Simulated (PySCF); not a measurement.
## Excitation energy of In by level of theory

In [Kr] 4d10 5s2 5p1 (2P) → In [Kr] 4d10 5s1 5p1 6s1 (4P), as a difference of total energies. Calculation: PySCF 2.14, in aug-cc-pVTZ-PP with ECP28MDF; scalar relativity through the core potential. Correlated levels: valence: 4s2 4p6 4d10 frozen. The calculations carry no spin-orbit coupling.

```json
{"method": "UHF", "excitation energy (eV)": "6.628"}
{"method": "MP2 (valence)", "excitation energy (eV)": "7.294"}
{"method": "SCS-MP2 (valence)", "excitation energy (eV)": "7.509"}
{"method": "CCSD (valence)", "excitation energy (eV)": "7.502"}
{"method": "CCSD(T) (valence)", "excitation energy (eV)": "7.521"}
```

Q: How much does correlation contribute at CCSD(T) (valence)?

A: 7.521 − (6.628) = 0.893 eV, measured against UHF.

The upper state lies above the first ionisation limit, but in LS coupling its spin forbids autoionisation to the ground ion; at this Z spin-orbit coupling breaks that rule. A Rydberg-like electron needs more diffuse functions than a valence basis has.

The promoted electron is Rydberg-like, and one or two diffuse shells describe it only roughly, which tends to raise the upper state.
